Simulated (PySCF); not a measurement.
## Exercise with solution: chemical shift, span and skew from a shielding tensor

C5H7F, SMILES C[C@H]1CC=C1F. Atoms are numbered in the order given.

```xyz
13

C     -1.9203    -0.2387     0.1719
C     -0.4601    -0.3788     0.5807
C      0.3977    -1.4840    -0.1475
C      1.2842    -0.3562    -0.6641
C      0.5382     0.5626    -0.0404
F      0.5921     1.8870     0.0436
H     -2.3544     0.6905     0.5743
H     -2.0192    -0.2106    -0.9255
H     -2.5189    -1.0826     0.5504
H     -0.3706    -0.4400     1.6799
H     -0.1648    -2.0364    -0.9184
H      0.8831    -2.2050     0.5309
H      2.1781    -0.3281    -1.2873
```
Charge 0, spin multiplicity 1.

Geometry: B3LYP-D3(BJ)/def2-SVP. The structure was generated by enumeration; whether it is a known compound was not checked.

GIAO shieldings from PySCF with PBE/pcSseg-1, non-relativistic, no solvent. The symmetric part of the tensor of C5 has the principal values -73.5, 47.1, 71.2 ppm. The same nucleus in TMS has σ = 182.0 ppm at this level (PySCF, at its B3LYP-D3(BJ)/def2-TZVP geometry).

Q: Work out the isotropic shielding, the ¹³C shift against TMS, the span and the skew.

A: 
σ(iso) = (σ11 + σ22 + σ33)/3 = 14.9 ppm. δ = σ(ref) − σ(iso) = 182.0 − (14.9) = 167.1 ppm.
Span Ω = σ33 − σ11 = 144.7 ppm. Skew κ = 3(σ(iso) − σ22)/Ω = -0.67. Tumbling in solution averages the tensor to δ; in a static solid the shielding alone would spread this spin-1/2 line over Ω.
